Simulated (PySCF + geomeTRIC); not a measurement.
The multiplicity is imposed and other spin states were not computed.

The numbers are results of TPSS-D3(BJ)/def2-SVP run with PySCF + geomeTRIC, not measurements. fastk is a local helper that only speeds up exchange builds. No frequencies were computed at this level.

```python
import json, numpy as np
from pyscf import gto, dft
from fastk import lowrank_exchange
atoms = """
Cd     0.234538    -0.448321     0.565417
O      0.392427     1.455226     0.727489
H      0.767710     1.838444     1.523138
Br    -0.700339    -1.415351    -1.415414
"""
def scf(charge, spin, dm0=None):
    mol = gto.M(atom=atoms, basis='def2-svp', ecp={'Cd': 'def2-svp'}, charge=charge, spin=spin, verbose=3, max_memory=3780)
    mf = dft.KS(mol, xc='tpss').density_fit(auxbasis="def2-universal-jkfit")
    mf.disp = 'd3bj'
    mf.grids.level = 3
    mf.conv_tol = 1e-8
    mf.max_cycle = 120
    mf.level_shift = 0.25
    mf.kernel(dm0)
    if not mf.converged:
        mf = mf.newton().run(mf.mo_coeff, mf.mo_occ).undo_soscf()
    return mf
mf = scf(0, 0)
from pyscf.geomopt.geometric_solver import kernel as optimize
path = []
done, mol = optimize(mf, maxsteps=120, assert_convergence=False, callback=lambda env: path.append((env["energy"], bool(env["g_scanner"].converged))))
res = dict(converged=bool(done and path[-1][1]), energy=path[-1][0], path=[e for e, c in path], xyz=mol.atom_coords(unit="Angstrom").tolist(), nao=mol.nao)
json.dump(res, open("result.json", "w"))
```

Output:

```
converged SCF energy = -2817.21177527055
Geometry optimization cycle 1
converged SCF energy = -2817.21177527185
cycle 1: E = -2817.21177527  dE = -2817.21  norm(grad) = 0.0423494
Geometry optimization cycle 2
converged SCF energy = -2817.22115890626
cycle 2: E = -2817.22115891  dE = -0.00938363  norm(grad) = 0.01794
Geometry optimization cycle 3
converged SCF energy = -2817.22920445786
cycle 3: E = -2817.22920446  dE = -0.00804555  norm(grad) = 0.0193313
Geometry optimization cycle 4
converged SCF energy = -2817.23720517329
cycle 4: E = -2817.23720517  dE = -0.00800072  norm(grad) = 0.0150626
Geometry optimization cycle 5
converged SCF energy = -2817.23958751288
cycle 5: E = -2817.23958751  dE = -0.00238234  norm(grad) = 0.00672587
Geometry optimization cycle 6
converged SCF energy = -2817.23979688585
cycle 6: E = -2817.23979689  dE = -0.000209373  norm(grad) = 0.00322031
Geometry optimization cycle 7
converged SCF energy = -2817.23984984446
cycle 7: E = -2817.23984984  dE = -5.29586e-05  norm(grad) = 0.000452688
Geometry optimization cycle 8
converged SCF energy = -2817.23985185771
cycle 8: E = -2817.23985186  dE = -2.01325e-06  norm(grad) = 0.000193164
Geometry optimization cycle 9
converged SCF energy = -2817.2398537782
cycle 9: E = -2817.23985378  dE = -1.92049e-06  norm(grad) = 0.000424816
Geometry optimization cycle 10
converged SCF energy = -2817.23985601043
cycle 10: E = -2817.23985601  dE = -2.23222e-06  norm(grad) = 0.000742995
Geometry optimization cycle 11
converged SCF energy = -2817.23985832873
cycle 11: E = -2817.23985833  dE = -2.3183e-06  norm(grad) = 0.000677103
Geometry optimization cycle 12
converged SCF energy = -2817.23986010468
cycle 12: E = -2817.2398601  dE = -1.77595e-06  norm(grad) = 0.000342578
Geometry optimization cycle 13
converged SCF energy = -2817.23986087579
cycle 13: E = -2817.23986088  dE = -7.71114e-07  norm(grad) = 0.000298413
Geometry optimization cycle 14
converged SCF energy = -2817.23986125795
cycle 14: E = -2817.23986126  dE = -3.8216e-07  norm(grad) = 0.000534652
Geometry optimization cycle 15
converged SCF energy = -2817.23986132843
cycle 15: E = -2817.23986133  dE = -7.04772e-08  norm(grad) = 0.000901886
Geometry optimization cycle 16
converged SCF energy = -2817.23986205719
cycle 16: E = -2817.23986206  dE = -7.28765e-07  norm(grad) = 0.00108171
Geometry optimization cycle 17
converged SCF energy = -2817.23986287319
cycle 17: E = -2817.23986287  dE = -8.15999e-07  norm(grad) = 0.000914786
Geometry optimization cycle 18
converged SCF energy = -2817.23986392237
cycle 18: E = -2817.23986392  dE = -1.04917e-06  norm(grad) = 0.000657728
Geometry optimization cycle 19
converged SCF energy = -2817.23986470885
cycle 19: E = -2817.23986471  dE = -7.86484e-07  norm(grad) = 0.000470859
<class 'geometric.internal.Distance'> : 3
<class 'geometric.internal.Angle'> : 2
<class 'geometric.internal.Dihedral'> : 1
<class 'geometric.internal.TranslationX'> : 1
<class 'geometric.internal.TranslationY'> : 1
<class 'geometric.internal.TranslationZ'> : 1
<class 'geometric.internal.RotationA'> : 1
<class 'geometric.internal.RotationB'> : 1
<class 'geometric.internal.RotationC'> : 1
Step    0 : Gradient = 2.117e-02/2.768e-02 (rms/max) Energy = -2817.2117752719
Step    1 : Displace = 1.049e-01/1.414e-01 (rms/max) Trust = 1.000e-01 (=) Grad = 8.970e-03/1.193e-02 (rms/max) E (change) = -2817.2211589063 (-9.384e-03) Quality = 1.093
Step    2 : Displace = 1.440e-01/1.862e-01 (rms/max) Trust = 1.414e-01 (+) Grad = 9.666e-03/1.499e-02 (rms/max) E (change) = -2817.2292044579 (-8.046e-03) Quality = 1.237
Step    3 : Displace = 2.039e-01/3.088e-01 (rms/max) Trust = 2.000e-01 (+) Grad = 7.531e-03/8.956e-03 (rms/max) E (change) = -2817.2372051733 (-8.001e-03) Quality = 1.041
Step    4 : Displace = 1.887e-01/2.810e-01 (rms/max) Trust = 2.828e-01 (+) Grad = 3.363e-03/4.385e-03 (rms/max) E (change) = -2817.2395875129 (-2.382e-03) Quality = 0.897
Step    5 : Displace = 2.575e-02/4.242e-02 (rms/max) Trust = 3.000e-01 (+) Grad = 1.610e-03/1.867e-03 (rms/max) E (change) = -2817.2397968858 (-2.094e-04) Quality = 1.337
Step    6 : Displace = 1.019e-02/1.189e-02 (rms/max) Trust = 3.000e-01 (=) Grad = 2.263e-04/2.988e-04 (rms/max) E (change) = -2817.2398498445 (-5.296e-05) Quality = 1.005
Step    7 : Displace = 2.048e-03/2.564e-03 (rms/max) Trust = 3.000e-01 (=) Grad = 9.658e-05/1.554e-04 (rms/max) E (change) = -2817.2398518577 (-2.013e-06) Quality = 1.057
Step    8 : Displace = 1.977e-03/2.322e-03 (rms/max) Trust = 3.000e-01 (=) Grad = 2.124e-04/3.245e-04 (rms/max) E (change) = -2817.2398537782 (-1.920e-06) Quality = 0.750
Step    9 : Displace = 1.414e-03/1.803e-03 (rms/max) Trust = 3.000e-01 (=) Grad = 3.715e-04/5.568e-04 (rms/max) E (change) = -2817.2398560104 (-2.232e-06) Quality = 0.541
Step   10 : Displace = 1.283e-03/1.803e-03 (rms/max) Trust = 3.000e-01 (=) Grad = 3.386e-04/5.010e-04 (rms/max) E (change) = -2817.2398583287 (-2.318e-06) Quality = 0.571
Step   11 : Displace = 2.094e-03/2.598e-03 (rms/max) Trust = 3.000e-01 (=) Grad = 1.713e-04/2.320e-04 (rms/max) E (change) = -2817.2398601047 (-1.776e-06) Quality = 0.806
Step   12 : Displace = 1.604e-03/1.981e-03 (rms/max) Trust = 3.000e-01 (=) Grad = 1.492e-04/2.016e-04 (rms/max) E (change) = -2817.2398608758 (-7.711e-07) Quality = 0.654
Step   13 : Displace = 1.480e-03/1.780e-03 (rms/max) Trust = 3.000e-01 (=) Grad = 2.673e-04/3.216e-04 (rms/max) E (change) = -2817.2398612580 (-3.822e-07) Quality = 0.254
Step   14 : Displace = 1.752e-03/2.071e-03 (rms/max) Trust = 3.000e-01 (=) Grad = 4.509e-04/5.712e-04 (rms/max) E (change) = -2817.2398613284 (-7.048e-08) Quality = 0.021
Step   15 : Displace = 8.755e-04/1.054e-03 (rms/max) Trust = 8.761e-04 (-) Grad = 5.409e-04/7.127e-04 (rms/max) E (change) = -2817.2398620572 (-7.288e-07) Quality = 0.118
Step   16 : Displace = 4.280e-04/5.508e-04 (rms/max) Trust = 4.377e-04 (-) Grad = 4.508e-04/6.541e-04 (rms/max) E (change) = -2817.2398628732 (-8.160e-07) Quality = 0.869
Step   17 : Displace = 6.548e-04/9.102e-04 (rms/max) Trust = 6.190e-04 (+) Grad = 3.215e-04/4.969e-04 (rms/max) E (change) = -2817.2398639224 (-1.049e-06) Quality = 0.759
Step   18 : Displace = 8.909e-04/1.134e-03 (rms/max) Trust = 8.755e-04 (+) Grad = 2.267e-04/3.225e-04 (rms/max) E (change) = -2817.2398647089 (-7.865e-07) Quality = 0.737
Converged! =D
```

Cost: roughly 4 core-minutes.
